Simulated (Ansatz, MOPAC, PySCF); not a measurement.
Ligands exchanged one at a time, B H-Cl. Isolated molecules, 0 K electronic values unless said otherwise. Strings in code marks are SMILES.

Quantity: vertical ionisation energy (energy after one electron is removed minus that of the parent at the parent's geometry), in eV.

Level 1: frozen-core CCSD(T)/cc-pVQZ // CAM-B3LYP-D3(BJ)/def2-TZVP (Ansatz, a quantum-chemistry and plane-wave program)
Level 2: minus the HOMO energy of B3LYP/6-31G* // CAM-B3LYP-D3(BJ)/def2-TZVP (PySCF)
Level 3: minus the HOMO energy of PM7 // CAM-B3LYP-D3(BJ)/def2-TZVP (MOPAC)
Level 4: minus the HOMO energy of TPSSh-D3(BJ)/def2-TZVP // CAM-B3LYP-D3(BJ)/def2-TZVP (PySCF)

```csv
species,level 2,level 3,level 4
`B`,9.58,12.02,9.29
`ClBCl`,8.94,11.24,8.55
`BCl`,8.31,10.86,7.97
```

Task: What does level 1 give for each, and how far do the other levels lie from it on average?

Result: 
- `B`: 13.31
- `ClBCl`: 12.06
- `BCl`: 11.61
Mean absolute difference from level 1, which has limits of its own, over these rows (drawn at random from the members that have all these levels): level 2 3.38 eV, level 3 0.96 eV, level 4 3.73 eV.
